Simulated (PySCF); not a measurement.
Start geometry of `COBP` (CH6BOP) from GFN2-xTB (Å):
```
atom  x, y, z in Å
C1    -1.4609    0.3673    0.1853
O2    -0.8686   -0.6839   -0.5375
B3     0.4219   -0.9312   -0.6361
P4     1.7989    0.0927    0.2526
H5    -0.7554    0.8181    0.8916
H6    -1.8106    1.1289   -0.5160
H7    -2.3173   -0.0352    0.7297
H8     0.7028   -1.8835   -1.2609
H9     1.4964    1.3110   -0.3285
H10    2.8017   -0.1795   -0.6554
```

Q: What comes out of this run: PySCF, PBE0-D3(BJ)/def2-SVP geometry optimisation, gas phase?

A: 
```
atom  x, y, z in Å
C1    -1.4091    0.4212    0.3622
O2    -0.8669   -0.7174   -0.2590
B3     0.4505   -0.9180   -0.4348
P4     1.8145    0.2660    0.2434
H5    -0.8714    0.6707    1.2931
H6    -1.3710    1.2933   -0.3111
H7    -2.4601    0.2149    0.6070
H8     0.7674   -1.9611   -0.9604
H9     1.2945    1.5075   -0.2270
H10    2.7412    0.0713   -0.8177
```

The energy falls by 0.104 eV over 11 energy and gradient evaluations, the largest force component goes from 0.0231 to 2.3e-04 Eh/bohr, and the atoms move by 0.273 Å rms after alignment. Among the bonds, P4–H9 and P4–H10 change most and about equally (+0.042 to +0.043 Å). Bonds longer at the end by more than 0.005 Å: 7 of 9; shorter: 0. Among the angles that change most is H9–P4–H10, from 93.2° to 96.4°. Among the dihedrals that turn most is H5–C1–O2–B3, from -16° to -46°. Rotational constants go from 13684, 3287, 2744 to 13210, 3339, 2759 MHz. The orientation of the end geometry is arbitrary; only internal coordinates are fixed.

The run used 90 basis functions and 70 SCF cycles in all.

No frequency check. One conformer, not necessarily the lowest.
